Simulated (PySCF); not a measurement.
## F(2+): excitation energy

F(2+) [He] 2s2 2p3 (4S) → F(2+) [He] 2s1 2p3 3s1 (6S), as a difference of total energies. Computed with PySCF 2.14 in aug-cc-pwCVTZ, with the non-relativistic Hamiltonian (point nucleus). Correlated levels: valence: 1s2 frozen. The calculations carry no spin-orbit coupling.

| method | excitation energy (eV) |
| --- | --- |
| UHF | 46.200 |
| MP2 (valence) | 48.073 |
| SCS-MP2 (valence) | 48.576 |
| CCSD (valence) | 48.301 |
| CCSD(T) (valence) | 48.332 |

**Question.** How much does correlation contribute at CCSD(T) (valence)?

**Answer.** 48.332 − (46.200) = 2.132 eV, measured against UHF.

The promoted electron is Rydberg-like, and one or two diffuse shells describe it only roughly, which tends to raise the upper state.
